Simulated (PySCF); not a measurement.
H5PSi, charge +1, multiplicity 2. Atoms are numbered in the order given.

```xyz
7

Si    -1.1775    -0.0131     0.0000
P      1.1460     0.0708     0.0000
H     -1.5020     0.6850     1.2505
H     -1.5020     0.6850    -1.2505
H     -1.4055    -1.4703     0.0000
H      1.8520    -0.3893     1.1241
H      1.8520    -0.3893    -1.1241
```
Charge +1, spin multiplicity 2.

The structure is a stationary point at B3LYP-D3(BJ)/def2-TZVP. The multiplicity is an assumed one; other spin states were not compared.

The numbers are results of PBE/def2-TZVPD in PySCF, not measurements.

The molecule is in vacuum.

```yaml
total_energy: -633.21181 hartree
point_group: Cs
"α spin, highest occupied and lowest empty level": -12.86 and -7.06 eV
"β spin, highest occupied and lowest empty level": -14.36 and -11.08 eV
dipole_moment_about_the_centre_of_nuclear_charge: 1.25 D
mean_static_polarisability: 50.3 bohr³ (7.45 Å³)
polarisability_principal_values: 41.6, 44.4, 64.8 bohr³
"⟨S²⟩": 0.755 (pure state 0.75)
```
